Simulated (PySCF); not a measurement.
PySCF 2.14 output of a UHF calculation on a single atom or ion in def2-TZVPPD with the def2 core potential (28 electrons) (6s4p3d2f1g, 56 functions), with scalar relativity through the core potential:

```
SCF conv_tol = 1e-09
number electrons alpha = 8  beta = 4
cycle= 1 E= -78.3224155595962  delta_E= -0.00561  |g|= 0.027  |ddm|= 0.0411
cycle= 2 E= -78.3226198713145  delta_E= -0.000204  |g|= 0.00594  |ddm|= 0.00823
cycle= 3 E= -78.322630811014  delta_E= -1.09e-05  |g|= 0.000303  |ddm|= 0.00281
cycle= 4 E= -78.322630892417  delta_E= -8.14e-08  |g|= 8.05e-05  |ddm|= 0.00052
cycle= 5 E= -78.3226309034706  delta_E= -1.11e-08  |g|= 3.51e-05  |ddm|= 0.000216
cycle= 6 E= -78.3226309062574  delta_E= -2.79e-09  |g|= 4.73e-06  |ddm|= 0.00016
cycle= 7 E= -78.3226309062923  delta_E= -3.48e-11  |g|= 3.26e-07  |ddm|= 1.91e-05
converged SCF energy = -78.3226309062923  <S^2> = 6.0023287  2S+1 = 5.0009314
```

The run itself started from symmetry-adapted Hartree-Fock orbitals and held the occupation by maximum overlap, so the iterations belong to that start.

Problem. Which element, charge and spin multiplicity is this?

Solution. Tc³⁺ (technetium, charge +3), multiplicity 5; the state was [Kr] 4d4, high-spin 5D determinant.

Energies and moments cover only the electrons outside the core potential.
